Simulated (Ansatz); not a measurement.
Relaxation of ClH₅OW (8 atoms, charge 0, multiplicity 1), to a largest force component of 0.03 eV/Å in at most 50 steps.

Theory: RKS r2SCAN/def2-SVP (Ansatz 0.2.0).

```xyz
8
Properties=species:S:1:pos:R:3
W -0.773 -0.231 -0.154
H 1.637 0.038 1.472
H 1.964 0.017 0.833
H -0.189 1.244 0.419
Cl -2.907 0.293 -0.635
O -0.132 -1.891 0.324
H 0.648 -2.152 0.835
H 0.364 0.186 -1.323
```

Task: Where does it end, and by what steps?

Result: The run converged. The force dipped under the threshold on the way, but the program's further checks kept it going. After 41 steps the energy has fallen by 0.209 eV; H3 moved furthest, 2.04 Å.

| step | energy less start (eV) | largest force component (eV/Å) | accepted |
| --- | --- | --- | --- |
| 0 | 0.0000 | 1.557 | yes |
| 2 | -0.0365 | 0.207 | no |
| 4 | -0.0446 | 0.104 | yes |
| 6 | -0.0568 | 0.473 | yes |
| 8 | -0.0702 | 0.489 | yes |
| 10 | -0.0814 | 0.173 | yes |
| 12 | -0.0899 | 0.199 | yes |
| 14 | -0.0950 | 0.252 | yes |
| 16 | -0.1009 | 0.072 | yes |
| 18 | -0.1026 | 0.042 | yes |
| 20 | -0.1046 | 0.056 | yes |
| 22 | -0.1048 | 0.292 | no |
| 24 | -0.1083 | 0.257 | yes |
| 26 | -0.1117 | 0.372 | yes |
| 28 | -0.1352 | 0.901 | yes |
| 30 | -0.1580 | 0.628 | yes |
| 32 | -0.1913 | 0.121 | yes |
| 34 | -0.1975 | 0.138 | yes |
| 36 | -0.2046 | 0.121 | yes |
| 38 | -0.2071 | 0.111 | yes |
| 40 | -0.2085 | 0.021 | yes |
| 41 | -0.2086 | 0.027 | yes |

```xyz
8
Properties=species:S:1:pos:R:3
W -1.113 -0.014 -0.435
H 2.613 -1.140 2.114
H 2.657 -1.730 1.637
H -1.446 1.573 -0.014
Cl -3.151 -0.910 -0.823
O 0.514 -0.248 0.347
H 1.211 -0.686 0.854
H -0.673 0.657 -1.907
```

Run time: 3 min on 2 threads of Intel(R) Xeon(R) Platinum 8259CL CPU @ 2.50GHz (Skylake/Cascade Lake), with other jobs on the host, peak memory 0.19 GiB.
